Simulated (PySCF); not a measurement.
C5H12N2Si.
Structure used (PBE0-D3(BJ)/def2-SVP), in Å, numbered top down from 1:
```xyz
20
C5H12N2Si angstrom
N     -2.668    2.335    1.134
C     -1.665    1.564    1.093
C     -0.903    1.089   -0.112
C     -0.833   -0.454   -0.182
C      0.582   -0.786    0.281
N      1.356    0.321   -0.238
Si     3.061    0.286   -0.548
C      0.585    1.531   -0.051
H     -2.922    2.626    0.181
H     -1.285    1.180    2.060
H     -1.392    1.496   -1.011
H     -0.965   -0.780   -1.224
H     -1.613   -0.941    0.423
H      0.621   -0.850    1.390
H      0.949   -1.747   -0.112
H      3.936    0.495    0.656
H      3.392   -1.053   -1.122
H      3.369    1.379   -1.520
H      0.824    2.277   -0.826
H      0.782    2.015    0.929
```

Level: wB97X-D/def2-SVPD in PySCF, non-relativistic, on one gas-phase PBE0-D3(BJ)/def2-SVP geometry that isn't relaxed in the solvent. The solvent is an IEF-PCM continuum (van der Waals radii × 1.2), and excitations are vertical TDDFT with non-equilibrium linear response and a frozen core. The model holds no explicit solvent molecules, cavitation or dispersion.

Gas-phase singlets (H = HOMO, L = LUMO):

```json
{"state": "S1", "E (eV)": "5.419", "λ (nm)": "229", "f": "0.002", "leading configurations": "H-1→L 93%"}
{"state": "S2", "E (eV)": "5.944", "λ (nm)": "209", "f": "0.010", "leading configurations": "H→L+1 85%, H→L+2 8%"}
{"state": "S3", "E (eV)": "6.394", "λ (nm)": "194", "f": "0.004", "leading configurations": "H→L 89%"}
{"state": "S4", "E (eV)": "6.835", "λ (nm)": "181", "f": "0.006", "leading configurations": "H→L+5 76%"}
{"state": "S5", "E (eV)": "6.942", "λ (nm)": "179", "f": "0.030", "leading configurations": "H→L+2 64%, H→L+3 12%"}
```

Task: What are the lowest 5 singlets in chloroform (ε = 4.711)?

Result: 
```csv
state,E (eV),λ (nm),f,leading configurations,change by rank (eV)
S1,5.516,225,0.002,H-1→L 94%,+0.097
S2,5.912,210,0.011,"H→L+1 83%, H→L+2 11%",-0.032
S3,6.228,199,0.005,H→L 92%,-0.166
S4,6.772,183,0.009,"H→L+5 70%, H→L+4 14%",-0.063
S5,6.862,181,0.044,"H→L+2 66%, H→L+1 10%",-0.080
```

Task: The ground-state energy changes by -0.189 eV from gas to chloroform. By how much does the total energy of gas-phase S1 change?

Result: E(S1) = E(S0) + excitation energy, so it changes by -0.189 + 0.097 = -0.092 eV: it is lowered less than the ground state, which is what a blue shift means. This is the vertical state, with the slow part of the continuum still set for S0.

Task: How do the frontier levels move from gas to chloroform?

Result: 
```
orbital  gas (eV)  solvent (eV)  change (eV)                      Löwdin shares, gas                  Löwdin shares, solvent
 LUMO+2      2.39          2.48        +0.09  Si7 52 %, H16 14 %, H18 12 %, H17 12 %  Si7 51 %, H16 14 %, H18 12 %, H17 12 %
 LUMO+1      1.92          2.11        +0.19       Si7 33 %, C5 7 %, C8 7 %, H17 6 %      Si7 37 %, H17 6 %, H18 6 %, C5 6 %
   LUMO      1.65          1.68        +0.03       N1 36 %, C2 35 %, H10 6 %, C3 4 %       C2 36 %, N1 36 %, H10 5 %, C3 4 %
   HOMO     -8.46         -8.26        +0.20        N6 53 %, C5 8 %, Si7 8 %, C8 8 %        N6 53 %, C5 8 %, C8 8 %, Si7 8 %
 HOMO-1     -9.52         -9.60        -0.08        N1 56 %, C2 15 %, C3 9 %, H9 8 %       N1 53 %, C2 16 %, C3 10 %, H9 8 %
 HOMO-2    -10.74        -10.69        +0.05        N1 39 %, C2 23 %, C3 9 %, C4 8 %       N1 36 %, C2 20 %, C3 10 %, C4 9 %
 HOMO-3    -11.52        -11.31        +0.21    Si7 30 %, H17 20 %, H18 16 %, C5 7 %     C3 16 %, C4 14 %, C5 13 %, H11 11 %
```

The HOMO–LUMO gap goes from 10.11 to 9.94 eV. Rows go by rank; for HOMO-3 the atom shares or the degeneracy differ between the runs, so the row needn't follow one orbital.

Note: wB97X-D ran without an empirical dispersion term, which enters the total energy and its gradient alone.
